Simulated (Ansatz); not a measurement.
Geometry optimisation, Ansatz 0.2.0, RKS PBE/def2-SVP.

Input:

```yaml
crystal:
  periodic: [false, false, false]
  atoms:
    - { symbol: Ge, position_ang: [0.0, 0.0, 0.0] }
    - { symbol: H, position_ang: [0.0, 0.0, 1.55] }
    - { symbol: Cl, position_ang: [2.0935, 0.0, -0.7393] }
    - { symbol: Cl, position_ang: [-1.0456, 1.8115, -0.7393] }
    - { symbol: Cl, position_ang: [-1.0456, -1.8115, -0.7393] }
basis:
  gaussian: { orbitals: def2-SVP }
hamiltonian:
  xc: pbe
relax:
  f_tol: 0.02
  max_steps: 40
```

Run as:

```bash
$ ansatz run input.yaml --threads 1 --pin off --max-ram 2048MiB --backend cpu --events-out ev --progress --plain --runs-dir out
```

Q: Where does it end, and by what steps?

A: It converged. After 3 steps the energy has fallen by 0.091 eV; Cl3 moved furthest, 0.07 Å.

```csv
step,energy less start (eV),largest force component (eV/Å),accepted
0,0.0000,0.893,yes
1,-0.0896,0.127,yes
2,-0.0900,0.196,yes
3,-0.0910,0.001,yes
```

```xyz
5
Properties=species:S:1:pos:R:3
Ge 0.000 0.000 0.008
H 0.000 0.000 1.549
Cl 2.025 0.000 -0.741
Cl -1.011 1.753 -0.742
Cl -1.011 -1.753 -0.742
```

Whether the end is a true minimum wasn't checked by a vibrational analysis.

Time of the run: 13 s on 1 thread of Arm Neoverse V1 (shared host), peak memory 0.13 GiB.
